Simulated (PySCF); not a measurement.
**Spinor energies of Hg⁺ (mercury, charge +1)**

Start: [Xe] 4f14 5d9 6s2; 5d3/2 filled at m_j = -3/2, -1/2, +1/2, +3/2; 5d5/2 filled at m_j = -3/2, -1/2, +1/2, +3/2, +5/2. Calculated with PySCF 2.14 in x2c-TZVPall-2c (11s11p10d2f, 108 functions): generalised Hartree-Fock with the X2C-1e Hamiltonian and a Gaussian nucleus; spin-orbit coupling (SO) screened by Boettger's factors. This is a chosen level, not necessarily the ground level.

```tsv
spinor shell	electrons	ε, screened SO (eV)	weight of nominal j (screened SO)	rms radius, screened SO (bohr)
1s1/2	2	-83551.3	1.000	0.0187
2s1/2	2	-14969.2	1.000	0.0755
2p1/2	2	-14338.5	1.000	0.0639
2p3/2	4	-12385.3	1.000	0.0720
3s1/2	2	-3631.6	1.000	0.193
3p1/2	2	-3348.6	1.000	0.184
3p3/2	4	-2909.6	1.000	0.201
3d3/2	4	-2446.6	1.000	0.176
3d5/2	6	-2352.9	1.000	0.180
4s1/2	2	-846.29	1.000	0.424
4p1/2	2	-723.86	1.000	0.429
4p3/2	4	-616.37	1.000	0.463
4d3/2	4	-416.14	1.000	0.475
4d5/2	6	-395.34	1.000	0.486
5s1/2	2	-151.79	1.000	0.967
4f5/2	6	-134.95	0.999	0.525
4f7/2	8	-130.70	0.999	0.527
5p1/2	2	-109.51	0.999	1.05
5p3/2	4	-89.530	0.999	1.14
5d3/2	4	-30.333	0.972	1.49
5d5/2	5	-27.820	0.977	1.56
6s1/2	2	-18.215	0.999	2.75
```

| quantity | screened SO |
| --- | --- |
| E (hartree) | -19639.17921 |
| M_J | 5/2 |
| ⟨J²⟩ | 8.756 |
| ⟨L²⟩ | 6.183 |
| ⟨S²⟩ | 0.930 |

Each row is a mean over spinors that exchange with the open shell spreads, by up to 4.893 eV (5p3/2).

Breit and QED terms are absent; they matter most for the inner s and p1/2 levels.

Densities and radii are taken from the X2C orbitals without a picture-change correction, which distorts them close to the nucleus.
